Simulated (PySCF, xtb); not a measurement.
GeHI, SMILES [GeH][I] (connectivity only; charge and spin as stated), neutral, multiplicity 1.

xtb with GFN2-xTB at its own geometry gives an orbital gap of 2.98 eV and a dipole moment of 6.31 D.

Geometry: PBE-D3(BJ)/def2-TZVP. The def2 effective core potentials stand for the cores of I; spin–orbit coupling is left out.

Problem. What does HF/def2-TZVPD (PySCF) give? (Estimate from the structure and the level; the computed values follow.)

Solution. gap 8.88 eV (levels -9.18 and -0.30 eV), dipole 2.06 D.
